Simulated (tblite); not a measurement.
Isomers of C6H9S2 (doublet state). Level: GFN2-xTB in tblite, geometry and Hessian alike; calculated harmonic values, unscaled, isolated species. The method is semi-empirical: single wavenumbers can be off by several per cent or more. One conformer each. Open shells enter through the occupations alone, without spin polarisation, and single modes of such species can be off by tens of per cent.

Electronic energies: GFN2-xTB at the same geometries; isomer energies are rough at this level and their order can be wrong.

```csv
SMILES,"electronic energy, lowest = 0 (kJ/mol)"
CS[C@]1(C)[CH]CC1=S,117.3
[CH2]S[C@@]1(C)CCC1=S,79.3
CS[C@]1(C)C[CH]C1=S,0.0
```

**Question.** How do GFN2-xTB zero-point energies change the relative energies?

**Answer.** 
```csv
SMILES,ZPE (kJ/mol),of it from modes above 1550 cm⁻¹,electronic (kJ/mol),"with ZPE, lowest = 0 (kJ/mol)",lowest mode (cm⁻¹),rings
CS[C@]1(C)C[CH]C1=S,342.9,162.9,0.0,0.0,92,1
[CH2]S[C@@]1(C)CCC1=S,339.9,163.7,79.3,76.3,62,1
CS[C@]1(C)[CH]CC1=S,335.4,162.6,117.3,109.8,79,1
```

The zero-point energies span 7.5 kJ/mol, from `CS[C@]1(C)[CH]CC1=S` to `CS[C@]1(C)C[CH]C1=S`. The order is unchanged.

**Question.** What do entropy and thermal enthalpy add at 298.15 K and 1 bar (rigid rotor, harmonic oscillator, one conformer each)?

**Answer.** 
| SMILES | point group | symmetry number | S (J/(mol K)) | H − H(0) (kJ/mol) | ZPE + H − H(0) − TS (kJ/mol) |
| --- | --- | --- | --- | --- | --- |
| CS[C@]1(C)C[CH]C1=S | C1 | 1 | 405.1 | 27.80 | 249.9 |
| [CH2]S[C@@]1(C)CCC1=S | C1 | 1 | 414.3 | 28.47 | 244.9 |
| CS[C@]1(C)[CH]CC1=S | C1 | 1 | 424.1 | 30.13 | 239.1 |

S holds R ln(2S + 1) for the spin.
